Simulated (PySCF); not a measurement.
Ionisation energy of Sr by level of theory

Sr [Kr] 5s2 (1S) → Sr⁺ [Kr] 5s1 (2S), as a difference of total energies. Calculation: PySCF 2.14, in def2-QZVPPD with the def2 core potential (28 electrons); a scalar-relativistic core potential. Correlated levels: valence and next inner shell: nothing frozen outside the core potential. The calculations carry no spin-orbit coupling.

```
                                method  ionisation energy (eV)
                                   UHF                   4.743
    MP2 (valence and next inner shell)                   5.569
SCS-MP2 (valence and next inner shell)                   5.607
   CCSD (valence and next inner shell)                   5.584
CCSD(T) (valence and next inner shell)                   5.653
```

Errors of the correlated levels include the incompleteness of this basis.

Problem. Which method comes closest to the reference value, and which is furthest?

Solution. The reference is 5.695 eV (measured; NIST Atomic Spectra Database, ionization energies). Closest: CCSD(T) (valence and next inner shell) (error -0.042 eV); furthest: UHF (error -0.952 eV).
